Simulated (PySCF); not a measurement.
V- (vanadium, charge -1) across methods

[Ar] 3d4 4s2, high-spin 5D determinant. Calculation: PySCF 2.14, in aug-cc-pVTZ with one added diffuse shell each of s, p, d, f, g type (9s8p6d4f3g, 118 functions); the non-relativistic Hamiltonian (point nucleus). The B2PLYP total includes its PT2 part (frozen core); its orbital energies are those of the SCF part.

```tsv
method	E (hartree)	mean ε 4s α (eV)	mean ε 4s β (eV)	mean ε 3d α (eV)	Σ⟨r²⟩ (bohr²)	⟨S²⟩
r2SCAN	-943.911	-0.199	0.844	1.022	101.9	6.237
PBE0	-943.733	-0.243	0.645	0.126	95.16	6.115
BP86	-944.046	-2.599	0.540	-1.516	321.6	6.996
UHF	-942.87930	-3.043	0.119	-5.991	211.0	6.754
B2PLYP	-943.673	-0.601	0.389	-1.399	104.9	6.146
PBE	-943.688	-2.416	0.606	-1.378	320.8	6.989
r2SCAN0	-943.890	-0.604	0.572	-0.276	100.1	6.244
LDA	-941.765	-2.553	0.641	-1.478	312.9	6.994
```

⟨S²⟩ = 6.24 against 6.00 shows spin contamination. At r2SCAN the highest occupied level has a positive energy, so only the finite basis holds that electron; in a semilocal or global hybrid functional this comes from self-interaction and does not mean that the real anion is unbound.

The highest occupied level is positive at r2SCAN, PBE0, BP86, UHF, B2PLYP, PBE, r2SCAN0, LDA: only the finite basis holds that electron, at UHF too, so the state is unbound at these levels.
